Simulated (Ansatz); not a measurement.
```yaml
crystal:
  periodic: [false, false, false]
  atoms:
    - {symbol: C, position_ang: [1.890584, -0.940290, 0.099829]}
    - {symbol: C, position_ang: [0.982184, 0.080243, 0.765366]}
    - {symbol: N, position_ang: [-0.320296, 0.198456, 0.137205]}
    - {symbol: C, position_ang: [-1.201217, -0.941445, 0.300444]}
    - {symbol: Zr, position_ang: [-1.171732, 1.648750, -0.899333]}
    - {symbol: Cl, position_ang: [-3.105663, 2.284011, 0.282187]}
    - {symbol: Cl, position_ang: [0.385871, 3.386555, -1.099399]}
    - {symbol: Cl, position_ang: [-1.781335, 0.731252, -2.978745]}
    - {symbol: H, position_ang: [2.052436, -0.686208, -0.949850]}
    - {symbol: H, position_ang: [2.860606, -0.959303, 0.601268]}
    - {symbol: H, position_ang: [1.475082, -1.948579, 0.147585]}
    - {symbol: H, position_ang: [0.841135, -0.178058, 1.824275]}
    - {symbol: H, position_ang: [1.461883, 1.062285, 0.743730]}
    - {symbol: H, position_ang: [-0.810875, -1.839554, -0.188974]}
    - {symbol: H, position_ang: [-1.374287, -1.155110, 1.362092]}
    - {symbol: H, position_ang: [-2.184367, -0.743016, -0.147660]}
basis:
  gaussian: {orbitals: cc-pVTZ-DK}
magnetization: {spin_polarized: true, initial_magnetization: 0}
hamiltonian: {xc: {name: HF}}
correlation: {method: mp2, frozen_orbitals: {C: 0}}
```

```sh
$ ansatz run in.yaml --threads 5 --pin off --events-out ev --progress --plain --max-ram 66560MiB --backend cuda --devices 0, --max-vram 37GiB
```

It prints (some lines left out):

```
Functional definition: HF
  name "HF"
  cite "Fock, Z. Phys. 61, 126 (1930) doi:10.1007/BF01340294"
  parent pbe
  exchange = exact_x
  correlation = 0
Error: "frozen_orbitals" has no count for N
```

(1) What is wrong with this run?

Answers

(1) Frozen orbitals are typed for one element alone, and the program wants a count for each. The input was rejected before any iteration.
